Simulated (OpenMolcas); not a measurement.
An OpenMolcas run meant for Er III (ANO-RCC-MB, DKH4; inactive shells 1s 2s 2p 3s 3p 3d 4s 4p 4d 5s 5p; intended active space 12 electrons in 7 orbitals (4f)). One step of its input:

```
&RASSCF
FileOrb=start.orb
Symmetry=1
Spin=3
nActEl=12 0 0
Inactive=15 12
Ras2=0 7
CIRoot=20 20 1
SDav=21
CIMx=300
Iter=97 100
PrWF=0.3
OrbListing=Nothing
MaxOrb=0
Atom
```

The run finished. Its levels beside those of a sound run (CASSCF), in cm⁻¹ above each run's lowest level:

```json
{"Level": "4f¹² ³H₆", "This run": "0.0", "Usual run": "0.0"}
{"Level": "4f¹² ³F₄ [51 %]", "This run": "6373", "Usual run": "6373"}
{"Level": "4f¹² ³H₅", "This run": "7194", "Usual run": "7194"}
{"Level": "4f¹² ³H₄ [60 %]", "This run": "11752", "Usual run": "11752"}
{"Level": "4f¹² ³F₃", "This run": "14688", "Usual run": "14688"}
{"Level": "4f¹² ³F₂", "This run": "16177", "Usual run": "16059"}
{"Level": "4f¹² ¹G₄ [60 %]", "This run": "19435", "Usual run": "19435"}
{"Level": "4f¹² ¹D₂ [64 %]", "This run": "34412", "Usual run": "31778"}
{"Level": "4f¹² ¹I₆", "This run": "38226", "Usual run": "38226"}
```

Which setting is unsound, and how much does it matter here?

CIRoot is one short, so the average cuts through a term and the orbitals lose spherical symmetry. Against the sound run the excited levels shown move by 340 cm-1 on average and by 2600 cm-1 at most.

Without dynamic correlation excited terms often stand tens of per cent too high (terms of higher spin than the ground term too low), and those without a measured partner can miss by more than the paired ones. Some high roots are left out of the spin-orbit mixing, which shifts the levels that they would mix with (holds for the sound run). Only configurations of the active space appear.

A share in square brackets marks a mixed level and gives the weight of the term that names it, the lowest over the columns.
